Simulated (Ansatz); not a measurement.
GeH(NMe2)3 (C₆H₁₉GeN₃). Charge 0, multiplicity 3. Geometry PBE-D4/def2-SVP, that of the neutral singlet; atoms count from 1.

```csv
atom,x (Å),y (Å),z (Å)
Ge1,0.2128,-0.4952,-0.5406
H2,0.4236,-1.6006,-1.6186
N3,-0.0589,-1.3983,1.0571
C4,-0.3809,-0.6464,2.2524
C5,-0.5592,-2.7551,1.0517
H6,-1.4827,-0.5438,2.4287
H7,0.0491,0.3740,2.1918
H8,0.0466,-1.1356,3.1600
H9,-0.2885,-3.2685,0.1061
H10,-0.1167,-3.3480,1.8877
H11,-1.6724,-2.8230,1.1643
N12,-1.1332,0.5989,-1.1991
C13,-1.6094,1.7064,-0.3963
C14,-2.1103,0.0688,-2.1243
H15,-1.9151,2.5648,-1.0409
H16,-0.8047,2.0659,0.2768
H17,-2.4957,1.4459,0.2378
H18,-1.6849,-0.7789,-2.7000
H19,-3.0458,-0.2982,-1.6273
H20,-2.4242,0.8450,-2.8629
N21,1.5769,0.6859,-0.1486
C22,1.8849,1.7698,-1.0588
C23,2.6885,0.2687,0.6809
H24,2.1491,2.7002,-0.5016
H25,1.0071,1.9921,-1.6975
H26,2.7506,1.5399,-1.7315
H27,2.3947,-0.6010,1.3014
H28,3.5906,-0.0230,0.0843
H29,3.0083,1.0892,1.3668
```

Single mean-field runs in def2-TZVP are fitted with def2-universal-jkfit. At PBE0-D4/def2-TZVP a singlet of charge 0 lies 5.20 eV below the triplet at the same geometry.

**Question.** Estimate the Mulliken populations from the PBE0/def2-TZVP orbitals of Ansatz.

**Answer.** 
```csv
atom,charge (e),spin (α − β)
Ge1,-0.18,0.53
H2,0.04,-0.02
N3,0.04,0.40
C4,-0.10,-0.23
C5,-0.18,-0.13
H6,-0.02,0.23
H7,0.11,0.05
H8,0.08,0.09
H9,0.10,0.05
H10,0.07,0.10
H11,0.02,0.19
N12,0.04,0.39
C13,-0.12,-0.22
C14,-0.17,-0.15
H15,0.09,0.09
H16,0.11,0.05
H17,-0.01,0.22
H18,0.09,0.05
H19,0.01,0.19
H20,0.07,0.11
N21,-0.20,-0.01
C22,-0.29,-0.01
C23,-0.29,-0.01
H24,0.11,0.01
H25,0.13,0.01
H26,0.11,0.00
H27,0.13,0.01
H28,0.11,0.00
H29,0.11,0.01
```
Mulliken values depend strongly on the basis.

**Question.** Where does the spin sit?

**Answer.** Summed by element: Ge 0.53, H 1.43, N 0.79, C -0.74, of 2 unpaired in all. Largest on single atoms: Ge1 0.53, N3 0.40, N12 0.39.

**Question.** And the Mayer bond orders between heavy atoms (over 0.3)?

**Answer.** Ge1–N3 0.66 (1.86 Å); Ge1–N12 0.66 (1.86 Å); Ge1–N21 1.08 (1.85 Å); N3–C4 1.02 (1.45 Å); N3–C5 1.00 (1.45 Å); N12–C13 1.02 (1.45 Å); N12–C14 1.01 (1.45 Å); N21–C22 0.98 (1.45 Å); N21–C23 0.98 (1.45 Å).
